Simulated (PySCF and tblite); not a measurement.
C2H9BN2Si, numbered as in [CH3:1][B:2]1[CH2:3][NH:4][SiH2:5][NH:6]1.

First level. Search: ETKDG and KDG, UFF, GFN2-xTB, 60 starts; geometries at GFN2-xTB. Energies: PBE0-D3(BJ)/pcSseg-1, with GFN2-xTB thermal terms (modes under about 50 cm⁻¹ blended into free rotors). Symmetry numbers and mirror images are counted. Conformers within 1.5 kcal/mol (GFN2-xTB free energy) were kept, 10 at most. GIAO shieldings: PBE0/pcSseg-1. Shifts are against TMS (¹H), TMS (¹³C), TMS (²⁹Si), BF3·OEt2 (¹¹B), NH3 (¹⁵N) at the same level. Run with PySCF (density fitting) and tblite.

It gives, at 298.15 K, with 1 conformer (largest weight 100 %): ¹H: 5.64 (H5, 2H), 3.12 (H3, 2H), 0.49 (H1, 3H) ppm. ¹³C: 43.3 (C3), 2.7 (C1) ppm. ²⁹Si: -21.5 (Si5) ppm. ¹¹B: 48.9 (B2) ppm. ¹⁵N: 115.8 (N6), 10.8 (N4) ppm.

Second level: GFN2-xTB geometries, energies BLYP-D3(BJ)/cc-pVDZ (IEF-PCM, methanol), shieldings B97-2/pcSseg-1 (IEF-PCM, methanol), on up to 4 of the same conformers.

(1) How do the averaged shifts change?

H on N, O and S are left out: they exchange, and hydrogen bonds move them by several ppm. GFN2-xTB leaves a saturated small ring flat here that puckers in reality. Unscaled ²⁹Si and ¹⁵N shifts at such levels can be off by tens of ppm; differences between conformers or isomers are more reliable. Shifts are unscaled: against experiment ¹³C can be off by 15 ppm or more and ¹H by 0.8 ppm.

Answers

(1) 
```csv
signal,first,second,change (ppm)
H1,0.49,0.47,-0.02
H3,3.12,3.09,-0.03
H5,5.64,5.45,-0.20
C1,2.7,2.6,-0.1
C3,43.3,43.4,0.1
Si5,-21.5,-24.9,-3.3
```


¹⁵N shifts are against a computed isolated NH3 molecule, about 20 ppm from the liquid.